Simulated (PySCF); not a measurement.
# `C=C[C@@H]1CO[Si@H](F)C1`, C$_{5}$H$_{9}$FOSi

Geometry (Å), atoms numbered from 1 in this order:
```xyz
17

C     2.7503    0.3409   -0.1564
C     1.5812   -0.1800   -0.4789
C     0.2965    0.1173    0.2227
C    -0.3589   -1.1578    0.7863
O    -1.7359   -0.9344    0.9979
Si   -2.3663    0.3048    0.1586
F    -3.4859   -0.2486   -0.8582
C    -0.7436    0.7635   -0.7092
H     2.8573    1.0260    0.6686
H     3.6488    0.1084   -0.7019
H     1.4999   -0.8627   -1.3156
H     0.4789    0.7973    1.0603
H     0.0876   -1.4471    1.7406
H    -0.2480   -1.9883    0.0810
H    -3.0336    1.2455    1.0278
H    -0.6942    0.3038   -1.6986
H    -0.5411    1.8235   -0.8351
```

Computed, not measured: TDDFT CAM-B3LYP/def2-SVPD circular dichroism and optical rotation, one conformer, gas phase (PySCF). Geometry: GFN2-xTB.

The molecule is flexible and this is one conformer; a measurement averages over conformers.

**Question.** Draw the ECD and absorption spectra from the lowest 12 states, each a Gaussian of half-width 0.3 eV at 1/e height.

**Answer.** 
```tsv
E (eV)	λ (nm)	Δε (L mol⁻¹ cm⁻¹)	ε (L mol⁻¹ cm⁻¹)
6.85	181	-0.14	1830
6.95	178	-0.58	5050
7.05	176	-1.80	11200
7.15	173	-4.20	20000
7.25	171	-7.51	28600
7.35	169	-10.18	33100
7.45	166	-10.22	30900
7.55	164	-7.06	23500
7.65	162	-2.59	14700
7.75	160	+0.18	8070
7.85	158	-0.54	4350
7.95	156	-4.50	2780
8.05	154	-10.19	2240
8.15	152	-16.16	2040
8.25	150	-21.72	2030
8.35	148	-27.03	2300
8.45	147	-32.12	2910
8.55	145	-35.63	3640
```
Δε uses R in velocity form, ε uses f in length form. Only the states computed contribute, so the short-wavelength end is incomplete.

The sign of the CD band at 158 nm isn't settled: the length form gives the opposite one.
